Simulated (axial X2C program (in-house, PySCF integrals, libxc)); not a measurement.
Low determinants of P²⁺

Calculated with an axial X2C code built on PySCF integrals, basis dyall-v3z (cores contracted in-house), spin-free (one-electron X2C) and two-component (2c, atomic mean-field Coulomb and Gaunt terms). Energies in eV from the lowest row of each column (rows without correlated energies are left out; n/a marks j-coupled starts, which PBE0 does not hold); electrons by l are Mulliken totals of the Hartree–Fock solution, and PBE0 can relax to another configuration under the same block occupation. Coupled cluster uses truncated natural virtuals with an MP2 remainder. Frozen shells in the correlated columns: 2 s, 1 p.

The low spin-free determinants:

| electrons by l | M_S, M_L | HF | MP2 | PBE0 |
| --- | --- | --- | --- | --- |
| s6 p7 | 1/2, 0 | 0.00 | 0.00 | 0.00 |
| s6 p7 | 1/2, 1 | 0.11 | 0.01 | 0.08 |

And the two-component ones:

```json
{"electrons by l": "s6 p7", "2M_J": "1", "HF": "0.12", "MP2": "0.00", "PBE0": "0.06"}
{"electrons by l": "s6 p7", "2M_J": "1", "HF": "0.03", "MP2": "0.02", "PBE0": "0.00"}
{"electrons by l": "s6 p7", "2M_J": "1", "HF": "0.00", "MP2": "0.04", "PBE0": "n/a"}
{"electrons by l": "s6 p7", "2M_J": "3", "HF": "0.16", "MP2": "0.04", "PBE0": "0.11"}
```

Ground level as tabulated from the NIST Atomic Spectra Database (leading term): 2S+1 = 2, L = 1, J = 1/2.

Single determinants need not be terms or J levels, so several rows can belong to one term; PBE0 has no current term and treats spin collinearly, and Hartree–Fock breaks spherical symmetry, which spreads rows that should be degenerate. The search is wide but not exhaustive and can miss a configuration; gaps between s and d configurations can be off by some tenths of an eV with this basis and core.

The run took 5 s on 1 thread of Arm Neoverse V2 (shared host).
